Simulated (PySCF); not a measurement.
SMILES C(B(O)O)C#C (C3H5BO2), GFN2-xTB optimised geometry.

```
11

C      0.59    -1.93     0.77
C     -0.04    -0.98     0.40
C     -0.82     0.16    -0.03
B     -0.02     1.55     0.00
O      1.32     1.55     0.00
O     -0.66     2.75     0.00
H      1.16    -2.75     1.08
H     -1.72     0.21     0.59
H     -1.16    -0.03    -1.06
H      1.72     2.42     0.01
H     -1.62     2.74     0.00
```

Density from PySCF with B3LYP/def2-TZVP at that geometry.

Minimum of the electron density along straight lines between bonded atoms, close to the bond critical point (lines longer than 1.1 times the sum of covalent radii, or with two minima, are not listed):

| bond | length / Å | ρ at the minimum / e bohr⁻³ | ∇²ρ there / e bohr⁻⁵ | position (fraction from the first atom) |
|---|---|---|---|---|
| C1–C2 | 1.196 | 0.424 | -1.24 | 0.48 |
| C2–C3 | 1.448 | 0.276 | -0.76 | 0.53 |
| C3–B4 | 1.610 | 0.179 | -0.38 | 0.67 |
| B4–O5 | 1.342 | 0.221 | 0.98 | 0.33 |
| B4–O6 | 1.364 | 0.208 | 0.90 | 0.33 |
| C1–H7 | 1.048 | 0.300 | -1.14 | 0.66 |
| C3–H8 | 1.095 | 0.273 | -0.92 | 0.64 |
| C3–H9 | 1.095 | 0.272 | -0.91 | 0.64 |
| O5–H10 | 0.958 | 0.362 | -2.49 | 0.81 |
| O6–H11 | 0.955 | 0.365 | -2.51 | 0.81 |
